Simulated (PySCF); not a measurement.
C₄H₆Se.
SMILES with atom numbers: `[CH3:1][C:2]#[C:3][CH2:4][SeH:5]` (hydrogens: H6, H7, H8 on C1; H9, H10 on C4; H11 on Se5)

Structure used (PBE0-D3(BJ)/def2-SVP), in Å, numbered top down from 1:
```
atom  x, y, z in Å
C1    -2.262    0.063    0.365
C2    -0.824    0.249    0.460
C3     0.376    0.410    0.529
C4     1.811    0.576    0.614
Se5    2.808   -0.322   -0.834
H6    -2.777    1.021    0.192
H7    -2.670   -0.377    1.288
H8    -2.519   -0.610   -0.469
H9     2.204    0.216    1.575
H10    2.097    1.634    0.514
H11    2.292   -1.659   -0.503
```

Level: PBE0/def2-SVPD in PySCF, non-relativistic, on one gas-phase PBE0-D3(BJ)/def2-SVP geometry that isn't relaxed in the solvent. The solvent is an IEF-PCM continuum (van der Waals radii × 1.2). The model holds no explicit solvent molecules, cavitation or dispersion. Spin–orbit coupling is left out although an atom past zinc is present.

Gas phase at PBE0/def2-SVPD: HOMO -6.56 eV, LUMO -0.38 eV, dipole 1.62 D.

Q: What does the continuum do to the energy, the frontier levels and the dipole at PBE0/def2-SVPD in chloroform and dimethylsulfoxide?

A: 
| solvent | ε | E(solvent) − E(gas) (kcal/mol) | polarisation term (kcal/mol) | distortion of the solute (kcal/mol) | HOMO (eV) | LUMO (eV) | dipole (D) |
| --- | --- | --- | --- | --- | --- | --- | --- |
| chloroform | 4.711 | -3.29 | -3.62 | 0.33 | -6.65 | -0.37 | 1.96 |
| dimethylsulfoxide | 46.83 | -4.66 | -5.33 | 0.67 | -6.71 | -0.38 | 2.09 |

The first energy column is the sum of the next two and covers electrostatics alone. From chloroform to dimethylsulfoxide the lowering changes by a factor 1.42, Onsager's factor (ε − 1)/(2ε + 1) by 1.36 and ε itself by 9.9.

Q: Which radius a makes the point-dipole formula ΔE = −[(ε − 1)/(2ε + 1)]·μ²/a³ give the value in dimethylsulfoxide, with the gas-phase dipole?

A: μ = 0.639 au and |ΔE| = 0.00743 Eh give a = 1.58 Å; the farthest nucleus lies 3.03 Å from the centroid of the nuclei, so such a sphere wouldn't even hold the nuclei. The formula assumes a rigid point dipole at the centre of a sphere.

Q: Give the dipole vector in the frame of the coordinates (D, pointing from negative to positive charge), gas and dimethylsulfoxide.

A: Gas (-1.34, 0.02, 0.91), solvent (-1.61, -0.05, 1.33). Its length changes by +28 % and its direction by 6°.

Q: How does the static polarisability (PBE0/def2-SVPD, frozen core, with the continuum's full static response) change?

A: 
| medium | isotropic (au) | principal values (au) | ⟨r²⟩ of the electrons (bohr²) |
| --- | --- | --- | --- |
| gas | 80.3 | 59.9, 67.4, 113.6 | 1097.6 |
| chloroform | 100.4 | 76.3, 85.6, 139.3 | 1096.5 |
| dimethylsulfoxide | 110.5 | 86.1, 95.6, 149.8 | 1096.1 |

The isotropic value in dimethylsulfoxide is 1.38 times the gas-phase one; no cavity-field correction is applied. ⟨r²⟩ is taken about the centre of nuclear charge.
